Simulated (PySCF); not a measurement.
## From computed data to an observable: oscillator strength and radiative lifetime

C₂H₆OSe, SMILES CO[Se]C.

The structure is a stationary point at B3LYP-D3(BJ)/def2-SVP. The values are those of a single conformer.

TDDFT-LC-ωPBE/def2-SVPD in PySCF puts the first singlet state with f over 0.02 at 6.67 eV (vertical), with the transition dipole (-0.218, -0.408, -0.502) in atomic units.

### Question
Find the oscillator strength, the wavelength and the radiative lifetime that this transition would have in vacuum if emission retraced absorption.

### Answer

|μ|² = 0.4660 au, so |μ| = 1.74 D. ΔE = 6.67/27.211 = 0.2451 hartree. f = (2/3) ΔE |μ|² = 0.076 (the program prints 0.076).
λ = 1239.84/6.67 = 186 nm; ν = 53797 cm⁻¹.
Einstein's coefficient A = 0.6670 ν² f s⁻¹ (ν in cm⁻¹) = 1.5e8 s⁻¹, so τ = 1/A = 6.8 ns. This state is S4; the lower singlets have f = 0.001, 0.009, 0.003. The figure is the radiative limit of this one transition; relaxation, internal conversion, crossing to triplets and a medium change what is measured.
